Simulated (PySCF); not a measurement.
# Excitation energy of Hg by level of theory

Hg [Xe] 4f14 5d10 6s2 (1S) → Hg [Xe] 4f14 5d10 6s1 7s1 (3S), as a difference of total energies. Computed with PySCF 2.14 in aug-cc-pVTZ-PP with ECP60MDF (6s6p5d3f2g, 88 functions), with scalar relativity through the core potential. Correlated levels: valence: 5s2 5p6 frozen. The calculations carry no spin-orbit coupling.

Q: Order these methods by the excitation energy they give, lowest first.
A. CCSD(T) (valence)
B. MP2 (valence)
C. CCSD (valence)
D. SCS-MP2 (valence)

A: C (60320 cm⁻¹), A (61420 cm⁻¹), D (62492 cm⁻¹), B (62671 cm⁻¹).

Errors of the correlated levels include the incompleteness of this basis and the frozen core.

For comparison: 62350 cm⁻¹ (measured; NIST levels).
